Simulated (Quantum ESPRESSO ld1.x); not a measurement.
The numbers below are computed, except where a source is named.
Problem. The aim is neutral xenon in [Xe]. What will ld1.x (Quantum ESPRESSO 7.5) do with this input?

```
 &input
    zed=54.0,
    iswitch=1,
    rel=1,
    lsd=2,
    dft='PZ',
    config='[Xe]',
    prefix='ld1',
    max_out_wfc=37,
    file_charge='ld1.rho',
 /
```

Solution. Refused. The program stops in ld1_readin with "lsd not correct": lsd takes 0 or 1.

Output (excerpt):

```
     Program LD1 v.7.5 starts

 %%%%%%%%%%%%%%%%%%%%%%%%%%%%%%%%%%%%%%%%%%%%%%%%%%%%%%%%%%%%%%%%%%%%%%%%%%%%%%
     Error in routine ld1_readin (1):
     lsd not correct
 %%%%%%%%%%%%%%%%%%%%%%%%%%%%%%%%%%%%%%%%%%%%%%%%%%%%%%%%%%%%%%%%%%%%%%%%%%%%%%

     stopping ...
```

Run on one thread of a shared host, so times are rough (Intel(R) Xeon(R) Processor @ 2.60GHz): 0.49 s of CPU time, 0.51 s wall.
